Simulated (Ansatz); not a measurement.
This geometry of CH5CuO (8 atoms, charge 0, multiplicity 1) is a first-order saddle point.

The calculation used RKS PBE0/def2-TZVP in Ansatz 0.2.0.

```xyz
8
Properties=species:S:1:pos:R:3
C -0.785 1.406 -0.506
Cu 0.095 -0.170 0.062
O 1.021 -1.832 0.662
H -1.342 1.860 0.321
H -1.494 1.183 -1.311
H -0.066 2.142 -0.879
H 1.625 -1.896 1.406
H 0.946 -2.693 0.244
```

Problem. Which two structures does it join? (They come from a converged band through this point; their orientation in space is the band's.)

Solution. No bond is made or broken. The height of O3 over the plane of its neighbours goes from 0.37 to -0.37 Å. The two ends are copies of one structure, up to a mirror image or an exchange of like atoms. The height can change sign by an inversion or by a turn that exchanges like atoms.

First end point:

```xyz
8
Properties=species:S:1:pos:R:3
C -0.764 1.371 -0.495
Cu 0.205 -0.178 -0.001
O 1.241 -1.813 0.512
H -1.322 1.778 0.355
H -1.478 1.143 -1.293
H -0.084 2.147 -0.859
H 1.451 -1.826 1.452
H 0.752 -2.622 0.327
```

Last end point:

```xyz
8
Properties=species:S:1:pos:R:3
C -0.765 1.371 -0.494
Cu 0.017 -0.229 0.147
O 0.838 -1.924 0.831
H -1.326 1.871 0.302
H -1.456 1.160 -1.316
H -0.001 2.065 -0.861
H 1.681 -1.763 1.270
H 1.011 -2.551 0.122
```

Problem. How far does it lie above each of them?

Solution. 0.041 eV above the first and 0.041 eV above the second. This is the barrier of this one path; another mechanism may lie lower.

Run time: 100 s on 2 threads of Intel(R) Xeon(R) Platinum 8259CL CPU @ 2.50GHz (Skylake/Cascade Lake) (shared host), peak memory 0.34 GiB.
